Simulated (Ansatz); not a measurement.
This geometry of B2GeH6 (9 atoms, charge 0, multiplicity 1) is a first-order saddle point.

Theory: RKS PBE0/def2-SVP in Ansatz 0.2.0.

```xyz
9
Properties=species:S:1:pos:R:3
B -1.049 0.700 -1.381
Ge 0.348 0.549 0.087
B 0.324 -1.000 1.363
H -1.318 -0.267 -2.051
H -1.661 1.725 -1.560
H 1.106 1.813 0.521
H 1.458 -0.522 -0.339
H -0.267 -2.002 1.040
H 1.059 -0.996 2.320
```

Problem. Which two structures does it join? (They come from a converged band through this point; their orientation in space is the band's.)

Solution. No bond is made or broken.

Image 0:

```xyz
9
Properties=species:S:1:pos:R:3
B -1.020 0.643 -1.192
Ge 0.732 0.298 -0.166
B 0.218 -0.969 1.374
H -1.363 -0.092 -2.085
H -1.746 1.556 -0.878
H 1.316 1.618 0.382
H 1.782 -0.362 -1.087
H 0.232 -2.166 1.216
H -0.150 -0.527 2.436
```

Image 6:

```xyz
9
Properties=species:S:1:pos:R:3
B -1.080 0.767 -1.383
Ge 0.105 0.640 0.261
B 0.517 -1.035 1.229
H -1.098 -0.108 -2.212
H -1.847 1.694 -1.490
H 1.146 1.780 0.353
H 1.168 -0.786 0.061
H -0.221 -1.970 1.046
H 1.310 -0.982 2.135
```

Problem. How far does it lie above each of them?

Solution. 12.8 kJ/mol above the first and 28.4 kJ/mol above the second. This is the barrier of this one path; another mechanism may lie lower.

The run took 2.2 min on 2 threads of Arm Neoverse V1, with other jobs on the host, peak memory 0.18 GiB.
